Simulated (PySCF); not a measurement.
# Frontier orbitals and the lowest excitations

Compound: C4H5ClO2Si.
Geometry (GFN2-xTB, Å), atoms numbered from 1 in this order:
```xyz
13
C4H5ClO2Si angstrom
O     -2.332    0.724    2.239
C     -1.679    0.351    1.354
C     -0.842   -0.017    0.436
C     -1.087   -1.106   -0.553
Cl    -1.425   -0.407   -2.179
Si     0.674    1.084    0.196
C      2.132   -0.091   -0.264
O      2.075   -1.293   -0.277
H     -0.202   -1.728   -0.673
H     -1.951   -1.714   -0.288
H      1.021    1.763    1.442
H      0.525    2.025   -0.916
H      3.087    0.408   -0.533
```

Method: TDDFT B3LYP/def2-SVPD, vertical, gas phase, core orbitals frozen in the response in PySCF 2.14.0, density-fitted response routines.

Frontier orbitals with the atoms that hold most of them (Löwdin shares over 4%, at most four atoms; ? is withheld):

| orbital | ε (eV) | atoms |
| --- | --- | --- |
| HOMO-3 | -8.64 | Cl5 74%, C4 11%, C3 5% |
| HOMO-2 | -8.47 | Cl5 77%, C4 12% |
| HOMO-1 | -7.49 | O8 26%, C3 21%, O1 11%, C2 10% |
| HOMO | ? | ? |
| LUMO | -2.25 | ? |
| LUMO+1 | -1.84 | C2 34%, O1 28%, C3 12%, Si6 8% |
| LUMO+2 | -0.32 | Cl5 26%, C4 16%, C2 13%, Si6 12% |

(1) Give the leading atoms of the LUMO.

(2) Give the leading atoms of the HOMO.

(3) What is the HOMO energy, and the HOMO–LUMO gap?

Results:

(1) C7 (bonded to O, Si and H) 41%; O8 (bonded to C) 35%; Si6 (bonded to 2 C and 2 H) 11%; H13 (bonded to C) 6%.

(2) O8 (bonded to C) 25%; C3 (bonded to 2 C and Si) 18%; C7 (bonded to O, Si and H) 12%; O1 (bonded to C) 10%. By element: oxygen 35%, carbon 30% or more.

(3) ε(HOMO) = -7.06 eV; the gap is 4.82 eV (0.1770 hartree).

Q: How does S1 compare with the orbital gap of 4.82 eV?

A: S1 is at 3.23 eV (f = 0.0006), 1.59 eV below the gap, made of HOMO→LUMO (71%), HOMO-1→LUMO (28%). 

Q: Give energy, strength and leading configuration of S1, S3, S5 and S7, and follow the Löwdin shares of the leading atoms from the occupied to the empty orbital.

A: 
- S1 (3.23 eV, f 0.0006), HOMO→LUMO (71%): O8 25% → 35%, C3 18% → at most 6%, C7 12% → 41%
- S3 (4.29 eV, f 0.0007), HOMO-1→LUMO (71%): O8 26% → 35%, C3 21% → at most 6%, C7 at most 10% → 41%
- S5 (5.48 eV, f 0.0022), HOMO-2→LUMO (99%): Cl5 77% → at most 6%, C4 12% → at most 6%, C7 at most 4% → 41%, O8 at most 4% → 35%
- S7 (5.77 eV, f 0.0014), HOMO-2→LUMO+1 (99%): Cl5 77% → at most 8%, C4 12% → at most 8%, C2 at most 4% → 34%, O1 at most 4% → 28%

Löwdin shares depend on the basis, the more so with diffuse functions.

Hardware: an Arm Neoverse N1 with one thread (shared host). Cost: 73 s of wall time, 0.86 GiB resident at most.

One conformer stands for the species.
